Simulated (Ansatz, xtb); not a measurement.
# Isomers of C4H6F3NS in order of energy

3 gas-phase structures of C4H6F3NS, from a drawn sample of its isomers (lower ones may exist). Each was relaxed with GFN2-xTB; where two conformers were screened, the lower at r2SCAN-D4/def2-SVP is listed:

A. `NC(=S)CCC(F)(F)F`, a singlet
B. `CN(C)C(=S)C(F)(F)F`, a singlet
C. `NC(=S)CC(F)(F)CF`, a singlet

**Question.** Which do you expect lowest at r2SCAN-D4/def2-SVP, and how would the others follow?

**Answer.** Calculated order at r2SCAN-D4/def2-SVP: A (0.0), C (16.4), B (20.2) kcal/mol.

Energies above the lowest of each column, in kcal/mol; the last columns are at PBE0-D3(BJ)/def2-SVP geometries and were run for some of them only (a dash: not run or not comparable):

| structure | GFN2-xTB | HF/STO-3G | r2SCAN-D4/def2-SVP | PBE0-D3(BJ)/def2-SVP | CCSD(T)/def2-SVP + ΔMP2/def2-TZVPP |
| --- | --- | --- | --- | --- | --- |
| A | 0.0 | 0.0 | 0.0 | 0.0 | 0.0 |
| C | 9.4 | 14.2 | 16.4 | 16.4 | 13.5 |
| B | 3.8 | 7.3 | 20.2 | – | – |

Every level run on A puts it lowest or level with the lowest. Some further structures that were screened fall inside this span and aren't listed. Flexible structures stand in one conformer each, not always the lowest. Frequencies (GFN2-xTB) were run for A, C alone. ΔMP2 is the change of the MP2 energy from the smaller to the larger basis.

Programs: Ansatz 0.2.0, xtb 6.7.1.
